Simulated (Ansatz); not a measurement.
Start from `O=NBr` and change one atom or group to get `O=NO`.

Ansatz, PBE0-D4/def2-TZVP geometries, multiplicity 1. Each molecule was computed in one conformer, which needn't be the lowest.

Scalar relativity is left out up to krypton.

```json
{"property": "LUMO energy (PBE/def2-TZVPP) / eV", "`O=NBr`": "-4.78"}
{"property": "LUMO energy (PBE0/def2-TZVPP) / eV", "`O=NBr`": "-3.70"}
{"property": "size of the dipole moment (B3LYP/def2-TZVPP) / D", "`O=NBr`": "1.81"}
{"property": "HOMO–LUMO gap (ωB97M-V/def2-TZVPP) / eV", "`O=NBr`": "8.98"}
{"property": "zero-point energy (PBE0-D4/def2-TZVP) / kJ/mol", "`O=NBr`": "16.9"}
{"property": "HOMO energy (PBE/def2-TZVPP) / eV", "`O=NBr`": "-6.91"}
```

Task: What does the change do to each property? (Best estimate.)

Result: The calculation gave: 
| property | `O=NO` | shift |
| --- | --- | --- |
| LUMO energy (PBE/def2-TZVPP) / eV | -3.29 | 1.49 |
| LUMO energy (PBE0/def2-TZVPP) / eV | -2.09 | 1.61 |
| size of the dipole moment (B3LYP/def2-TZVPP) / D | 2.16 | 0.35 |
| HOMO–LUMO gap (ωB97M-V/def2-TZVPP) / eV | 11.02 | 2.04 |
| zero-point energy (PBE0-D4/def2-TZVP) / kJ/mol | 54.5 | 37.6 |
| HOMO energy (PBE/def2-TZVPP) / eV | -6.43 | 0.48 |

The zero-point energy changes by 37.6 kJ/mol with +3 modes. Dipoles are sizes alone; their direction can turn.

B3LYP here is the variant with VWN-RPA as its local correlation; programs differ in this.

Spin–orbit coupling is left out; it splits and shifts lone-pair levels of the heavy atoms by tenths of an eV.
